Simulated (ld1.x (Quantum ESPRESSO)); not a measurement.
## What one change does to a pseudopotential (Mo (Z = 42), TM)

ld1.x (Quantum ESPRESSO) 7.5 input, shortened:

```
&input
   title='Mo', zed=42., rel=1, dft='PBE', iswitch=3,
   config='[Kr] 4d4.5 5s0 5p0'
 /
 &inputp
   pseudotype=2, tm=.true., lloc=1,
   nlcc=.true., new_core_ps=.true.
 /
3
5S  1  0   0.00   0.00  2.85  2.85  0.0
4D  3  2   4.50   0.00  1.55  1.55  0.0
4P  2  1   6.00   0.00  1.55  1.55  0.0
 &test
   configts(1)='4p6 4d4.5 5s0 5p0'
 /
```

Change: all radii but the core radius scaled by about 1.37 (s 3.92, p 2.12, d 2.12 bohr).

Cutoffs: the cutoffs (Ry, on a coarse ladder) from which the occupation-weighted sum of valence levels, in a spherical-Bessel basis at the reference potential, stays within 10 and 1 mRy of its value at 400 Ry; they do not see the model core or the augmentation charge, which bear on the density cutoff. Errors are all-electron minus pseudo energies relative to the spin-unpolarised reference configuration.

What does the change do?

The potential gets softer (50 Ry and 90 Ry → 35 Ry and 50 Ry); both files keep a bound ghost (s); of the 7 tests that both files solve, the error grows in 1 and shrinks in 6 by more than 15 % and 0.3 meV (median size 20.4 → 2.5 meV). A larger radius leaves more room for a smooth pseudo-wave, so fewer plane waves are needed.

```tsv
quantity	base	changed
cutoff, loose	50 Ry	35 Ry
cutoff, tight	90 Ry	50 Ry
loose cutoff by channel (10 mRy a level)	d 35 Ry, p 35 Ry	d 30 Ry, p 21 Ry
bound ghosts	s	s
error for 4p6 4d5 5s1 5p0, meV [ΔE -13.32 eV]	-1.2	-25
error for 4p6 4d5 5s0 5p0, meV [ΔE -6.43 eV]	-0.8	+0.5
error for 4p6 4d4 5s0 5p0, meV [ΔE 9.03 eV]	-1.2	+0.5
error for 4p6 4d4 5s2 5p0, meV [ΔE -13.12 eV]	-57	-29
error for 4p5 4d5 5s1 5p0, meV [ΔE 30.65 eV]	-141	-118
error for 4p6 4d3 5s0 5p0, meV [ΔE 35.78 eV]	-20	+2.5
error for 4p6 4d2 5s0 5p0, meV [ΔE 75.28 eV]	-83	+1.7
```

 A true bound ghost makes a file unfit for plane-wave use even where its test errors are small: the radial tests pick states by their node count and pass the ghost by.
